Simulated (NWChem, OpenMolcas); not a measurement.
How methods differ on C3H10Si (trimethylsilane)

C3H10Si has 14 atoms, charge 0, and is taken as a singlet. As SMILES, `C[SiH](C)C`. The coordinates come from a PBE0-D4/def2-TZVP relaxation.

Quantity: the dipole moment, in D. The values are calculated.

| level | kind | program | value (D) |
| --- | --- | --- | --- |
| HF/cc-pVDZ | Hartree–Fock | OpenMolcas | 0.57 |
| SVWN5/cc-pVDZ | LDA | OpenMolcas | 0.68 |
| BLYP/cc-pVDZ | GGA | OpenMolcas | 0.63 |
| M06-L/cc-pVDZ | meta-GGA | OpenMolcas | 0.60 |
| BHLYP/cc-pVDZ | global hybrid | OpenMolcas | 0.59 |
| M06-2X/cc-pVDZ | hybrid meta-GGA | NWChem | 0.59 |
| PBE0/cc-pVDZ | global hybrid | NWChem | 0.63 |
| wB97X/cc-pVDZ | range-separated hybrid | NWChem | 0.62 |

The values span 0.57 to 0.68 D. Magnitudes only: a small dipole may point the other way at some levels.
